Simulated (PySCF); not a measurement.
Two species compared at the same levels of theory.

First species: C4H9NOSi.
InChI=1S/C4H9NOSi/c6-4(7)3-1-5-2-3/h3,5H,1-2H2,7H3

Second species: C4H9NOSi.
Bonds: C1–C2, C2–O3 (double), C2–Si4, Si4–C5, C5–N6, N6–C7, Si4–C7. Hydrogens: H8, H9, H10 on C1; H11 on Si4; H12, H13 on C5; H14 on N6; H15, H16 on C7.

Levels: PBE0/def2-SVPD for dipole moment, HOMO energy, LUMO energy, HOMO–LUMO gap, static isotropic polarisability and electronic spatial extent ⟨r²⟩ about the centre of nuclear charge; TDDFT PBE0/def2-SVPD for lowest singlet excitation; TDA PBE0/def2-SVPD for lowest triplet excitation (Tamm–Dancoff); GFN2-xTB for rotational constant A and rotational constant C. Geometries: GFN2-xTB. All species are isolated and taken at one optimised geometry, non-relativistic unless stated; the electronic structure was computed with PySCF and density fitting.

Dipoles, sizes and rotational constants follow the conformer. The torsions of the flexible species, by atom-mapped SMILES:
- `[O:1]=[C:2]([SiH3:3])[CH:4]1[CH2:5][NH:6][CH2:7]1`: O1–C2–C4–C5 -9°
- `[CH3:1][C:2](=[O:3])[SiH:4]1[CH2:5][NH:6][CH2:7]1`: C1–C2–Si4–C5 -56°

Values for the first species:

- Dipole moment: 1.76 D
- HOMO energy: -6.68 eV
- LUMO energy: -1.36 eV
- HOMO–LUMO gap: 5.32 eV
- Lowest singlet excitation: 3.52 eV
- Lowest triplet excitation (Tamm–Dancoff): 2.86 eV
- Static isotropic polarisability: 84.2 au
- Electronic spatial extent ⟨r²⟩ about the centre of nuclear charge: 1060 bohr²
- Rotational constant A: 4.318 GHz
- Rotational constant C: 1.144 GHz

**Question.** Estimate the same properties for the second species, and the change in each.

**Answer.** 
```json
{"property": "dipole moment", "first": "1.76 D", "second": "3.05 D", "second less first": "+1.29 D"}
{"property": "HOMO energy", "first": "-6.68 eV", "second": "-6.67 eV", "second less first": "+0.01 eV"}
{"property": "LUMO energy", "first": "-1.36 eV", "second": "-1.35 eV", "second less first": "+0.01 eV"}
{"property": "HOMO–LUMO gap", "first": "5.32 eV", "second": "5.32 eV", "second less first": "0.00 eV"}
{"property": "lowest singlet excitation", "first": "3.52 eV", "second": "3.39 eV", "second less first": "-0.13 eV"}
{"property": "lowest triplet excitation (Tamm–Dancoff)", "first": "2.86 eV", "second": "2.70 eV", "second less first": "-0.16 eV"}
{"property": "static isotropic polarisability", "first": "84.2 au", "second": "83.9 au", "second less first": "-0.3 au"}
{"property": "electronic spatial extent ⟨r²⟩ about the centre of nuclear charge", "first": "1060 bohr²", "second": "978 bohr²", "second less first": "-82 bohr²"}
{"property": "rotational constant A", "first": "4.318 GHz", "second": "3.933 GHz", "second less first": "-0.385 GHz"}
{"property": "rotational constant C", "first": "1.144 GHz", "second": "1.343 GHz", "second less first": "+0.199 GHz"}
```

On the first: A dipole of 1.76 D is allowed in C1, and pure rotational transitions are dipole-allowed. The vertical singlet–triplet gap S1 − T1 is 0.66 eV (TDDFT singlet less Tamm–Dancoff triplet; S1: HOMO−1→LUMO, weight 0.79; T1: HOMO−1→LUMO, weight 0.82).

On the second: A dipole of 3.05 D is allowed in C1, and pure rotational transitions are dipole-allowed. The polarisability is 12.43 Å³ as a volume (1 au = 0.148185 Å³), or 1.35 au for each of the 62 electrons.
